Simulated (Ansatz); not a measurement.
Y₃O₃⁺: single points at one geometry.

```yaml
crystal:
  periodic: [false, false, false]
  atoms:
    - {symbol: Y, position_ang: [0.154960, -1.674918, -1.034662]}
    - {symbol: Y, position_ang: [0.962022, 1.586995, -0.676615]}
    - {symbol: Y, position_ang: [-1.674098, 0.303776, 1.001007]}
    - {symbol: O, position_ang: [1.617460, -0.294765, -0.957306]}
    - {symbol: O, position_ang: [-0.917965, -1.530135, 0.661931]}
    - {symbol: O, position_ang: [-0.142369, 1.609047, 1.005645]}
basis:
  gaussian: {orbitals: def2-TZVP, initial_orbitals: start.molden}
total_charge: 1
hamiltonian: {xc: hse06, dispersion: d4}
scf: {omitted_lower_state_checks: [starts]}
output: {orbitals: {seedname: orbitals}}
```

The file start.molden holds the orbitals of an earlier run on this structure, at another level or in another basis.

```sh
$ ansatz run in.yaml --threads 4 --pin off --events-out ev --progress --plain --max-ram 4787MiB
```

It prints (some lines left out):

```
Functional definition: HSE06
1599 factors; their error is unknown
116 factors; integrals over basis functions are off by at most 1.8e-5 eV
mean field evaluation 1: about -9267.9885 eV, gradient 4.5e-1 eV
mean field evaluation 2: about -9267.9895 eV, gradient 1.6e-3 eV
mean field evaluation 4: about -9268.0614 eV, gradient 2.8e-5 eV
mean field -9268.06138529 eV, -340.5949737918 hartree, gradient 3.9e-5 eV, S^2 0.000000; 0 other end points of the search recorded, 0 dependent functions left out
reference -9268.06143601 eV, -340.5949756558 hartree; 28, 28 occupied and 185, 185 virtual orbitals, 1599 factors
Total energy: -9268.23669592 eV, -340.6014163385 hartree
Checks for a lower state left out: starts
```

Hardware: 4 threads of Arm Neoverse V1 on a shared host. Wall time 4.3 s, peak host memory 0.66 GiB.

As the first input, with `hamiltonian: {xc: pbe, dispersion: d4}`, `output: {forces: true, orbitals: {seedname: orbitals}}` (abridged; 4.6 s):

```
Functional definition: PBE
mean field -9270.41108520 eV, -340.6813236707 hartree, gradient 1.4e-5 eV, S^2 0.000000
Total energy: -9270.62100520 eV, -340.6890380886 hartree
Atom 0 force     0.012040    -0.048819    -0.016189 eV/Å
Atom 1 force     0.032299     0.039026    -0.006708 eV/Å
Atom 2 force    -0.039711     0.005565     0.042471 eV/Å
Atom 3 force     0.026942    -0.004012    -0.026638 eV/Å
Atom 4 force    -0.023375    -0.026649    -0.000756 eV/Å
Atom 5 force    -0.008195     0.034888     0.007820 eV/Å
Dipole moment:    -0.442325     0.172218    -0.566352 e Å
Checks for a lower state left out: starts
```

First input, but with `gaussian: {orbitals: def2-SVP, initial_orbitals: start.molden}`, `correlation: {method: ccsd_t}` and without the key `hamiltonian` (abridged; 50 s):

```
Functional definition: HF
mean field evaluation 16: about -9197.9710 eV, gradient 1.5e1 eV
mean field evaluation 32: about -9198.1592 eV, gradient 1.9e0 eV
mean field -9202.33855940 eV, -338.1797044890 hartree, gradient 2.6e-6 eV, S^2 0.000000; unrestricted orbitals would lower it
3 core orbitals not correlated: weight in the atoms' cores, before any rotation towards them, 1.000 or more for the frozen orbitals, at most 0.000 for the correlated occupied ones
second order -30.28695431 eV of doubles, -0.00000000 eV of singles
cycle   1  -28.43801038 eV  change     1.8e0 eV  update   2.6e-1
cycle   2  -29.64305189 eV  change    -1.2e0 eV  update   1.2e-1
cycle   3  -29.92331861 eV  change   -2.8e-1 eV  update   4.9e-2
cycle   4  -29.90380391 eV  change    2.0e-2 eV  update   1.5e-2
cycle   5  -29.88382565 eV  change    2.0e-2 eV  update   5.5e-3
cycle   6  -29.88422802 eV  change   -4.0e-4 eV  update   2.1e-3
cycle   7  -29.88485299 eV  change   -6.2e-4 eV  update   9.3e-4
cycle   8  -29.88426287 eV  change    5.9e-4 eV  update   3.5e-4
cycle   9  -29.88429187 eV  change   -2.9e-5 eV  update   1.6e-4
cycle  10  -29.88449103 eV  change   -2.0e-4 eV  update   7.0e-5
cycle  11  -29.88438443 eV  change    1.1e-4 eV  update   3.7e-5
cycle  12  -29.88435953 eV  change    2.5e-5 eV  update   1.5e-5
perturbative correction -1.33387332 eV, -0.0490189405 hartree
Total energy: -9233.55679226 eV, -339.3269533861 hartree
Checks for a lower state left out: starts
```

First input, but with `hamiltonian: {xc: pbe0, dispersion: d4}` (abridged; 4.8 s):

```
Functional definition: PBE0
mean field -9268.39098059 eV, -340.6070861958 hartree, gradient 2.3e-5 eV, S^2 0.000000
Total energy: -9268.57201934 eV, -340.6137392469 hartree
Checks for a lower state left out: starts
```

Geometry: r2SCAN-D4/def2-SVP.

In the def2 sets Y takes a core potential; there is no spin–orbit coupling. HSE06 is defined as in plane-wave codes, on full-range PBE exchange. Correlated methods freeze 3 core orbitals; core or outer-core shells of Y are correlated, in sets that lack core-valence functions. The restricted singlet is unstable towards broken spin symmetry in Hartree–Fock (as tested in another run); at HSE06-D4/def2-TZVP, PBE-D4/def2-TZVP, PBE0-D4/def2-TZVP this wasn't settled. At CCSD(T)/def2-SVP the restricted singlet (for correlated methods, its reference) is unstable: a solution with broken spin symmetry lies lower. No other spin state of charge 1 was run. Another isomer (singlet) lies 0.22 eV lower at PBE0-D4/def2-TZVP; other spin states weren't run for this one.
